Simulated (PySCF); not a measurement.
Compound: NbSeBr3 (singlet state).
Bonds: Nb1–Se2, Nb1–Br3, Nb1–Br4, Nb1–Br5.

Computed by this run: PBE0-D3(BJ)/def2-SVP geometry optimisation, gas phase, def2 core potentials past Kr in PySCF; density fitting, grid level 1; the optimiser is geomeTRIC in internal coordinates, started from a GFN2-xTB structure with every atom displaced at random (about 0.03 Å).

Step 0: E = -276980.2606 eV
```
atom  x, y, z in Å  |  force x, y, z in eV/Å
Nb1     0.0606   -0.0770    0.0124   -2.311   0.858   0.739
Se2    -0.0305   -0.0331    2.2767    0.169  -0.091  -0.238
Br3     2.2199   -0.0088   -0.7739    2.003  -0.091  -0.526
Br4    -1.0264    1.9868   -0.7606    0.203  -0.401   0.126
Br5    -1.1488   -1.9785   -0.8167   -0.065  -0.274  -0.101
```

Step 1: E = -276980.4032 eV
```
atom  x, y, z in Å  |  force x, y, z in eV/Å
Nb1     0.0076   -0.0395    0.0097    0.336  -0.059  -0.278
Se2    -0.0200   -0.0368    2.2602    0.030  -0.040   0.025
Br3     2.3230   -0.0255   -0.7699   -0.441  -0.052   0.209
Br4    -1.0607    1.9834   -0.7487   -0.029   0.049  -0.010
Br5    -1.1750   -1.9921   -0.8135    0.103   0.102   0.054
```

Step 2: E = -276980.4127 eV
```
atom  x, y, z in Å  |  force x, y, z in eV/Å
Nb1     0.0059   -0.0336    0.0020    0.106   0.051  -0.077
Se2    -0.0069   -0.0441    2.2536    0.009  -0.030   0.025
Br3     2.3022   -0.0375   -0.7542   -0.118  -0.026   0.063
Br4    -1.0668    1.9925   -0.7539   -0.015   0.030   0.001
Br5    -1.1597   -1.9877   -0.8097    0.018  -0.026  -0.012
```

Q: Estimate the geometry and energy of step 3. (The exact step hangs on the optimiser's Hessian estimate; all steps are aligned on step 2, rigid shifts and turns removed.)

A: E = -276980.4128 eV, largest force 0.074 eV/Å
```
atom  x, y, z in Å  |  force x, y, z in eV/Å
Nb1     0.0035   -0.0258   -0.0025   -0.063   0.021   0.032
Se2     0.0015   -0.0487    2.2511   -0.008  -0.019  -0.027
Br3     2.2913   -0.0479   -0.7451    0.043  -0.005  -0.013
Br4    -1.0722    2.0042   -0.7568    0.004  -0.006   0.023
Br5    -1.1493   -1.9922   -0.8088    0.024   0.009  -0.014
```

The energy changes by -0.0001 eV. The first-order estimate −F·Δx gives -0.0035 eV and the mean of the old and new forces, exact on a quadratic surface, -0.0016 eV. The step makes an angle of 53° with the force vector and moves no atom by more than 0.018 Å.

The cost below is that of the whole optimisation. The run took 5.9 min of wall time on an Arm Neoverse V2 with one thread, no GPU, shared host with 96 logical CPUs at a one-minute load of 39, and the process peaked at 0.91 GiB of memory.
